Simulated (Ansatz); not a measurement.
Start from `[SiH3][Sb]([Cl])[Cl]` and change one atom or group to get `[Cl][Sb]([Cl])[Cl]`.

Ansatz, PBE0-D4/def2-TZVP geometries, multiplicity 1. 

Elements past krypton have def2 core potentials.

| property | `[SiH3][Sb]([Cl])[Cl]` |
| --- | --- |
| HOMO–LUMO gap (PBE/def2-TZVPP) / eV | 3.58 |
| HOMO energy (B3LYP/def2-TZVPP) / eV | -7.11 |
| HOMO energy (ωB97M-V/def2-TZVPP) / eV | -9.27 |
| zero-point energy (PBE0-D4/def2-TZVP) / kJ/mol | 70.6 |
| HOMO energy (PBE/def2-TZVPP) / eV | -6.27 |
| size of the dipole moment (ωB97M-V/def2-TZVPP) / D | 2.82 |

Task: What does the change do to each property? (An estimate is asked.)

Result: Ansatz gave: 
| property | `[Cl][Sb]([Cl])[Cl]` | shift |
| --- | --- | --- |
| HOMO–LUMO gap (PBE/def2-TZVPP) / eV | 4.80 | 1.22 |
| HOMO energy (B3LYP/def2-TZVPP) / eV | -8.35 | -1.24 |
| HOMO energy (ωB97M-V/def2-TZVPP) / eV | -10.57 | -1.30 |
| zero-point energy (PBE0-D4/def2-TZVP) / kJ/mol | 9.0 | -61.6 |
| HOMO energy (PBE/def2-TZVPP) / eV | -7.42 | -1.15 |
| size of the dipole moment (ωB97M-V/def2-TZVPP) / D | 2.67 | -0.15 |

The zero-point energy changes by -61.6 kJ/mol with -9 modes. Dipoles are sizes alone; their direction can turn.

B3LYP here is the variant with VWN-RPA as its local correlation; programs differ in this.

Spin–orbit coupling is left out; it splits and shifts lone-pair levels of the heavy atoms by tenths of an eV.
